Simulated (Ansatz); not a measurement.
Gas-phase electronic energies from Ansatz, PBE0-D4/def2-TZVP geometries. CCSD(T)/CBS adds triple-zeta CCSD(T) − MP2 to the extrapolated MP2 energy (def2 sets, frozen cores). Functionals use def2-TZVPP. B3LYP here is the variant with VWN-RPA as its local correlation; programs differ in this. Each species was taken in one conformer, which may not be the lowest.

Reaction (ligand exchange at the Si–C bond): `C#CCC[SiH3]` + `N=C(O)CO` → `OC/C(O)=N\[SiH3]` + `C#CCC`

(1) Is it downhill or uphill in electronic energy at CCSD(T)/CBS, and by how much? (Best estimate.)

(2) What do these levels give: r2SCAN-D4, ωB97M-V, r2SCAN, PBE0, B3LYP, MP2/def2-TZVPP, HF/def2-QZVPP, MP2/def2-QZVPP, SCS-MP2/def2-QZVPP, HF/CBS(def2), MP2/CBS(def2), CCSD/CBS(def2)? (Best estimate.)

Largest T1 diagnostic among the species: 0.013.

Results:

(1) Ansatz gave: Downhill: ΔE = -58.8 kJ/mol.

(2) The calculation gave: r2SCAN-D4 -63.3, ωB97M-V -60.8, r2SCAN -62.9, PBE0 -56.8, B3LYP -61.7, MP2/def2-TZVPP -62.2, HF/def2-QZVPP -67.7, MP2/def2-QZVPP -62.8, SCS-MP2/def2-QZVPP -62.3, HF/CBS(def2) -67.7, MP2/CBS(def2) -63.0, CCSD/CBS(def2) -58.9 kJ/mol.

In def2-TZVPP, CCSD(T) changes the Hartree–Fock value by +9.4 kJ/mol (the triples alone add +0.1 kJ/mol) and MP2 by +5.2 kJ/mol.
